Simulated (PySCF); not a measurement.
Deuteron quadrupole couplings in `[SiH3]O[C@@]12C=C[C@H]3[C@@H]1[C@H]32`

Compound: C₆H₈OSi.
SMILES with atom numbers: `[SiH3:1][O:2][C@@:3]12[CH:4]=[CH:5][C@H:6]3[C@@H:7]1[C@@H:8]23` (hydrogens: H9, H10, H11 on Si1; H12 on C4; H13 on C5; H14 on C6; H15 on C7; H16 on C8)

Structure used (GFN2-xTB), in Å, numbered top down from 1:
```xyz
16
C6H8OSi angstrom
Si    -2.610    0.507   -0.492
O     -1.233   -0.277   -0.846
C      0.015   -0.165   -0.309
C      0.868    1.041   -0.522
C      2.006    0.786    0.116
C      1.836   -0.567    0.715
C      0.370   -0.772    1.041
C      0.914   -1.380   -0.173
H     -3.500   -0.180   -1.414
H     -2.495    1.943   -0.756
H     -2.976    0.332    0.916
H      0.559    1.895   -1.091
H      2.888    1.388    0.212
H      2.611   -1.041    1.296
H     -0.184   -1.135    1.880
H      0.924   -2.368   -0.584
```

Level: PBE0/pcSseg-1 (PySCF, non-relativistic); Q(2H) = 0.00286 b; rigid geometry, the same for H and D, with no vibrational averaging.

Question: Rank these positions by the coupling χzz of a deuteron there, largest first.
A. H10 (Si–H hydrogen)
B. H14 (methine hydrogen)
C. H12 (vinylic hydrogen)
D. H9 (Si–H hydrogen)

Answer: C (236 kHz), B (224 kHz), D (113 kHz), A (106 kHz).

What are Vzz, η and χzz (234.96 MHz × Q × Vzz) at all hydrogens?

| atom | bonded to | bond length (Å) | Vzz (au) | η | χzz (kHz) |
| --- | --- | --- | --- | --- | --- |
| H9 | Si1 | 1.454 | 0.1674 | 0.02 | 113 |
| H10 | Si1 | 1.465 | 0.1577 | 0.04 | 106 |
| H11 | Si1 | 1.466 | 0.1575 | 0.04 | 106 |
| H12 | C4 | 1.071 | 0.3509 | 0.05 | 236 |
| H13 | C5 | 1.072 | 0.3493 | 0.05 | 235 |
| H14 | C6 | 1.079 | 0.3327 | 0.08 | 224 |
| H15 | C7 | 1.070 | 0.3558 | 0.07 | 239 |
| H16 | C8 | 1.069 | 0.3558 | 0.06 | 239 |

Average by the element that carries the hydrogen.

on Si: 108 kHz over 3 positions, mean bond length 1.462 Å; on C: 234 kHz over 5 positions, mean bond length 1.072 Å.

How does χzz go with the bond length over the 5 C–H bonds?

A straight-line fit has a slope of -16.8 kHz for each 0.01 Å, with a correlation coefficient of -1.00, over lengths from 1.069 to 1.079 Å. The longer bonds have the smaller couplings here.

A static deuteron (I = 1) shows a doublet split by (3/2)χ, (3/4)χ(1 + η) and (3/4)χ(1 − η) with the field along z, y and x of the gradient. What are these for H11?

With |χ| = 105.8 kHz and η = 0.040: 159, 83 and 76 kHz, to first order and without motion.

Geometry: GFN2-xTB, one conformer, isolated molecule. GFN2-xTB bond lengths can be off by several hundredths of an ångström, more for odd bonds, and the gradients follow them. The basis is small and wasn't made for field gradients, so the couplings can be 20 % off.
